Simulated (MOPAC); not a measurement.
Job for MOPAC: PM6 on NaN+, 2S+1 = 4, a spin state set in the input, which need not be the lowest, a point of a bond scan (R = 2.695 Å). Charge +1.

```
PM6 1SCF PRECISE CHARGE=1 UHF MS=1.5 THREADS=1
NNa

N      0.00000000 1     0.00000000 1     0.00000000 1
Na     0.00000000 1     0.00000000 1     2.69452500 1
```

The log:

```
*******************************************************************************
 **                                                                           **
 **                              MOPAC v23.2.5                                **
 **                                                                           **
 *******************************************************************************
 ** MOPAC's Digital Object Identifier: https://doi.org/10.5281/zenodo.6511958 **
 **                                                                           **
 ** Please cite the open-source release paper for use of this MOPAC version:  **
 ** J. E. Moussa and J. J. P. Stewart (2026)                                  **
 ** MOPAC: An open-source semiempirical molecular orbital program             **
 ** J. Open Source Softw., 11(119), 8025, https://doi.org/10.21105/joss.08025 **
 *******************************************************************************

                              PM6 CALCULATION RESULTS

 *******************************************************************************
 *  PM6        - The PM6 Hamiltonian to be used
 *  UHF        - UNRESTRICTED HARTREE-FOCK CALCULATION
 *
 *
 *
 *                 CHARGE ON SYSTEM = +1
 *
 *
 *
 *  MS=        - IN MECI, MAGNETIC COMPONENT OF SPIN =  1.5
 *  PRECISE    - TIGHTER CRITERIA TO BE USED
 *  1SCF       - DO 1 SCF AND THEN STOP
 *  THREADS=1  - MULTI-THREADING NOT USED
 *  T=         - A TIME OF 172800.0 SECONDS REQUESTED
 *  DUMP=N     - RESTART FILE WRITTEN EVERY 7200.0 SECONDS REQUESTED
 *******************************************************************************
PM6 1SCF PRECISE CHARGE=1 UHF MS=1.5 THREADS=1
 NNa

   ATOM   CHEMICAL          X               Y               Z
  NUMBER   SYMBOL      (ANGSTROMS)     (ANGSTROMS)     (ANGSTROMS)

     1       N          0.00000000  *   0.00000000  *   0.00000000  *
     2      Na          0.00000000  *   0.00000000  *   2.69452500  *



          CARTESIAN COORDINATES

    NO.       ATOM           X           Y           Z

     1         N          0.0000      0.0000      0.0000
     2        Na          0.0000      0.0000      2.6945

 General Reference for PM6:
 "Optimization of Parameters for Semiempirical Methods V: Modification of NDDO Approximations
 and Application to 70 Elements", J. J. P. Stewart, J. Mol. Mod., 13, 1173-1213 (2007)
 URL: https://link.springer.com/article/10.1007/s00894-007-0233-4

           Empirical Formula: N Na  =     2 atoms



      MOLECULAR POINT GROUP   :   C*v


          UHF CALCULATION, NO. OF ALPHA ELECTRONS =    4
                           NO. OF BETA  ELECTRONS =    1

 -------------------------------------------------------------------------------
 PM6 1SCF PRECISE CHARGE=1 UHF MS=1.5 THREADS=1
 NNa



     1SCF WAS SPECIFIED, SO BFGS WAS NOT USED
     SCF FIELD WAS ACHIEVED


                              PM6 CALCULATION
                                                       MOPAC v23.2.5 Linux




          FINAL HEAT OF FORMATION =        229.15370 KCAL/MOL =     958.77908 KJ/MOL


          COSMO AREA              =        105.42 SQUARE ANGSTROMS
          COSMO VOLUME            =         96.22 CUBIC ANGSTROMS

          IONIZATION POTENTIAL    =         18.577016 EV
          ALPHA SOMO LUMO (EV)    =        -18.577 -4.289
          BETA  SOMO LUMO (EV)    =        -21.195 -4.744
          NO. OF ALPHA ELECTRONS  =          4
          NO. OF BETA  ELECTRONS  =          1
          MOLECULAR WEIGHT        =         36.9965         POINT GROUP:  C*v

          MOLECULAR DIMENSIONS (Angstroms)

            Atom       Atom       Distance
           Na     2    N     1     2.69453
           Na     2    N     1     0.00000
            N     1   Na     2     0.00000


          SCF CALCULATIONS        =          1





   ATOM   CHEMICAL          X               Y               Z
  NUMBER   SYMBOL      (ANGSTROMS)     (ANGSTROMS)     (ANGSTROMS)

     1       N          0.00000000  *   0.00000000  *   0.00000000  *
     2      Na          0.00000000  *   0.00000000  *   2.69452500  *

                             CARTESIAN COORDINATES

   1    N        0.000000000     0.000000000     0.000000000
   2   Na        0.000000000     0.000000000     2.694525000


           Empirical Formula: N Na  =     2 atoms



      MOLECULAR POINT GROUP   :   C*v


          ALPHA EIGENVALUES
 -29.73822 -18.70170 -18.57702 -18.57702  -4.28950  -2.05424  -1.74983  -1.74983


           BETA EIGENVALUES
 -21.19524  -4.74391  -4.04948  -4.04948  -3.96929  -1.64443  -1.64443  -1.61405


              NET ATOMIC CHARGES AND DIPOLE CONTRIBUTIONS

  ATOM NO.   TYPE          CHARGE      No. of ELECS.   s-Pop       p-Pop
    1          N           0.065755        4.9342     1.94599     2.98826
    2         Na           0.934245        0.0658     0.02446     0.04130
 DIPOLE           X         Y         Z       TOTAL
 POINT-CHG.     0.000     0.000     4.049     4.049
 HYBRID         0.000     0.000     0.208     0.208
 SUM            0.000     0.000     4.257     4.257


          ATOMIC ORBITAL ELECTRON POPULATIONS

     Atom    s        px        py        pz
    1  N   1.94599   0.99863   0.99863   0.99101
    2 Na   0.02446   0.00137   0.00137   0.03855


                    (SZ)    =    1.500000
                    (S**2)  =    3.755394


          ATOMIC ORBITAL SPIN POPULATIONS

    Atom   Total    s     px     py     pz
         Atomic
    1  N  3.0096  0.028  0.999  0.999  0.985
    2 Na -0.0096 -0.007  0.001  0.001 -0.005

 **********************
 *                    *
 * JOB ENDED NORMALLY *
 *                    *
 **********************




 == MOPAC DONE ==
```

The run finished.

Cost: roughly 0.020 core-seconds.
